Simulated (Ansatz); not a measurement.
Stepwise reaction of `NB(N)F` with hydrogen chloride, as a gas-phase model of exchange steps in deposition or etching. ΔE in kJ/mol; ΔG adds harmonic PBE0-D4 terms to CCSD(T)/CBS, at 1 bar.

Gas-phase electronic energies from Ansatz, PBE0-D4/def2-TZVP geometries. CBS: MP2 limit from def2 TZ/QZ plus the TZ coupled-cluster correction, frozen cores. This one scheme is used for every species. Functionals use def2-TZVPP. B3LYP here is the variant with VWN-RPA as its local correlation; programs differ in this. One conformer a species, not always the lowest.

| step | reaction | PBE-D4 | B3LYP-D4 | ωB97M-V | CCSD(T)/CBS | ΔG(400 K) |
| --- | --- | --- | --- | --- | --- | --- |
| 2 | `NB(F)Cl` + HCl → `FB(Cl)Cl` + NH₃ | 38.3 | 45.3 | 43.9 | 43.2 | 46.0 |

Give the row of step 1, `NB(N)F` + HCl → `NB(F)Cl` + NH₃. (Estimate.)

The calculation gave: 
```
step                          reaction  PBE-D4  B3LYP-D4  ωB97M-V  CCSD(T)/CBS  ΔG(400 K)
   1  `NB(N)F` + HCl → `NB(F)Cl` + NH₃    -1.1       5.2      3.7          4.0        7.5
```

By hand: ΔE of the 2 steps together at CCSD(T)/CBS.

(4.0) + (43.2) = 47.2 kJ/mol, or 23.6 kJ/mol a step.

In ΔE each step is higher than the one before. ΔG lies between 7.5 and 46.0 kJ/mol a step. PBE-D4 differs from CCSD(T)/CBS by -5.1 to -4.9 kJ/mol a step. Isolated molecules leave out the surface, adducts and barriers. Largest T1 diagnostic: 0.012.
